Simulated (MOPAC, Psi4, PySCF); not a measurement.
Intermolecular potential of H10Si4 ··· C2H4 (SMILES [SiH3][SiH]([SiH3])[SiH3] and C=C), singlet. Monomers: optimised at B3LYP-D3(BJ) (def2-SVP and def2-TZVP), held rigid. Orientation: lowest of the rigid-body minima from ten starts at GFN2-xTB. Only R, the distance of the centres of mass, is varied, so the lowest point isn't the relaxed dimer.

Computed with: RKS-BP86/6-31G* = restricted BP86/6-31G*, spherical d, no counterpoise correction in PySCF 2.14.0; RKS-B3LYP/6-31G* = restricted B3LYP/6-31G*, spherical d, no counterpoise correction (PySCF 2.14.0); AM1, restricted, heats of formation (MOPAC); wB97M-V/def2-TZVP, counterpoise-corrected (Psi4).

Interaction energies in kJ/mol; the last columns give the difference from wB97M-V:

```json
[
 {"R / Å": "4.13", "RKS-BP86/6-31G*": "13.13", "RKS-B3LYP/6-31G*": "13.04", "AM1": "13.90", "wB97M-V/def2-TZVP": "-1.25", "RKS-BP86/6-31G* − wB97M-V/def2-TZVP": "14.39", "RKS-B3LYP/6-31G* − wB97M-V/def2-TZVP": "14.29", "AM1 − wB97M-V/def2-TZVP": "15.15"},
 {"R / Å": "4.35", "RKS-BP86/6-31G*": "7.26", "RKS-B3LYP/6-31G*": "6.06", "AM1": "8.33", "wB97M-V/def2-TZVP": "-4.96", "RKS-BP86/6-31G* − wB97M-V/def2-TZVP": "12.22", "RKS-B3LYP/6-31G* − wB97M-V/def2-TZVP": "11.02", "AM1 − wB97M-V/def2-TZVP": "13.28"},
 {"R / Å": "4.57", "RKS-BP86/6-31G*": "4.36", "RKS-B3LYP/6-31G*": "2.62", "AM1": "4.21", "wB97M-V/def2-TZVP": "-5.89", "RKS-BP86/6-31G* − wB97M-V/def2-TZVP": "10.26", "RKS-B3LYP/6-31G* − wB97M-V/def2-TZVP": "8.51", "AM1 − wB97M-V/def2-TZVP": "10.11"},
 {"R / Å": "4.80", "RKS-BP86/6-31G*": "2.94", "RKS-B3LYP/6-31G*": "1.01", "AM1": "1.66", "wB97M-V/def2-TZVP": "-5.57", "RKS-BP86/6-31G* − wB97M-V/def2-TZVP": "8.51", "RKS-B3LYP/6-31G* − wB97M-V/def2-TZVP": "6.58", "AM1 − wB97M-V/def2-TZVP": "7.23"},
 {"R / Å": "4.98", "RKS-BP86/6-31G*": "2.37", "RKS-B3LYP/6-31G*": "0.49", "AM1": "0.75", "wB97M-V/def2-TZVP": "-4.98", "RKS-BP86/6-31G* − wB97M-V/def2-TZVP": "7.35", "RKS-B3LYP/6-31G* − wB97M-V/def2-TZVP": "5.47", "AM1 − wB97M-V/def2-TZVP": "5.73"},
 {"R / Å": "5.31", "RKS-BP86/6-31G*": "1.76", "RKS-B3LYP/6-31G*": "0.20", "AM1": "0.23", "wB97M-V/def2-TZVP": "-3.81", "RKS-BP86/6-31G* − wB97M-V/def2-TZVP": "5.57", "RKS-B3LYP/6-31G* − wB97M-V/def2-TZVP": "4.02", "AM1 − wB97M-V/def2-TZVP": "4.04"},
 {"R / Å": "5.56", "RKS-BP86/6-31G*": "1.41", "RKS-B3LYP/6-31G*": "0.18", "AM1": "0.10", "wB97M-V/def2-TZVP": "-3.04", "RKS-BP86/6-31G* − wB97M-V/def2-TZVP": "4.45", "RKS-B3LYP/6-31G* − wB97M-V/def2-TZVP": "3.22", "AM1 − wB97M-V/def2-TZVP": "3.14"},
 {"R / Å": "6.08", "RKS-BP86/6-31G*": "0.77", "RKS-B3LYP/6-31G*": "0.18", "AM1": "-0.03", "wB97M-V/def2-TZVP": "-1.85", "RKS-BP86/6-31G* − wB97M-V/def2-TZVP": "2.63", "RKS-B3LYP/6-31G* − wB97M-V/def2-TZVP": "2.03", "AM1 − wB97M-V/def2-TZVP": "1.82"},
 {"R / Å": "6.79", "RKS-BP86/6-31G*": "0.23", "RKS-B3LYP/6-31G*": "0.10", "AM1": "-0.06", "wB97M-V/def2-TZVP": "-0.92", "RKS-BP86/6-31G* − wB97M-V/def2-TZVP": "1.14", "RKS-B3LYP/6-31G* − wB97M-V/def2-TZVP": "1.02", "AM1 − wB97M-V/def2-TZVP": "0.85"},
 {"R / Å": "7.80", "RKS-BP86/6-31G*": "0.03", "RKS-B3LYP/6-31G*": "0.03", "AM1": "-0.04", "wB97M-V/def2-TZVP": "-0.35", "RKS-BP86/6-31G* − wB97M-V/def2-TZVP": "0.38", "RKS-B3LYP/6-31G* − wB97M-V/def2-TZVP": "0.38", "AM1 − wB97M-V/def2-TZVP": "0.32"},
 {"R / Å": "9.06", "RKS-BP86/6-31G*": "0.01", "RKS-B3LYP/6-31G*": "0.01", "AM1": "-0.02", "wB97M-V/def2-TZVP": "-0.13", "RKS-BP86/6-31G* − wB97M-V/def2-TZVP": "0.14", "RKS-B3LYP/6-31G* − wB97M-V/def2-TZVP": "0.14", "AM1 − wB97M-V/def2-TZVP": "0.12"}
]
```

RKS-BP86/6-31G* is furthest from wB97M-V/def2-TZVP at 4.13 (14.39 kJ/mol, above); its mean absolute difference over the points is 6.09 kJ/mol.

RKS-B3LYP/6-31G* is furthest from wB97M-V/def2-TZVP at 4.13 (14.29 kJ/mol, above); its mean absolute difference over the points is 5.15 kJ/mol.

AM1 is furthest from wB97M-V/def2-TZVP at 4.13 (15.15 kJ/mol, above); its mean absolute difference over the points is 5.62 kJ/mol.
